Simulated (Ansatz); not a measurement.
Energy needed to pull apart CH$_{3}$InO, closed shell, into free ground-state atoms, from the structure below (displaced at random from a GFN2-xTB minimum); no zero-point or spin–orbit terms; open-shell atoms are treated unrestricted, in their ground-state multiplicity.

```xyz
6
angstrom
O -0.5018 -2.0441 0.8814
C -0.3000 -1.2381 0.0850
In 0.2484 1.0492 -0.0435
H -0.1428 -1.8790 -1.1139
H 0.7770 1.8262 -1.4657
H 0.3212 2.0045 1.6858
```

Ansatz 0.2.0; basis: def2-TZVPP; cores frozen in the correlated methods. Filled d shells of the heavier atoms are correlated. Core potentials replace the inner electrons of the atoms past krypton. The def2 sets are not built for correlating such inner shells, so the correlated values are less sure here.

| method | atomization energy (kcal/mol) |
| --- | --- |
| PBE-D4 | 417.2 |
| r2SCAN-D4 | ? |
| PBE0-D4 | 399.8 |
| BHLYP-D4 | ? |
| CAM-B3LYP-D4 | 402.2 |
| wB97M-V | 402.7 |
| HF | 255.2 |
| MP2 | 391.0 |
| CCSD | 379.4 |
| CCSD(T) | 389.3 |

Problem. What does r2SCAN-D4 give? (An estimate is asked for; the value comes from the calculation.)

Solution. Computed: 404.7 kcal/mol, which is about 15.4 kcal/mol more than CCSD(T)/def2-TZVPP.

Problem. What does BHLYP-D4 give? (To be estimated.)

Solution. By the calculation: 378.3 kcal/mol, which is about 10.9 kcal/mol less than CCSD(T)/def2-TZVPP.

In triple zeta the MP2 and coupled-cluster atomization energies are still short of their basis limit by a few kcal/mol a bond, whereas those of the functionals are nearly converged, so these differences are not deviations from converged CCSD(T).

The T1 diagnostic stays at or below 0.019.

For scale, one of the runs: CCSD(T)/def2-TZVPP forces, 154 basis functions (an equivalent command: `ansatz run in.yaml --threads 4`). Time: 98 s of wall clock on 4 CPU threads; the host was shared. Peak host memory: 2.2 GiB.
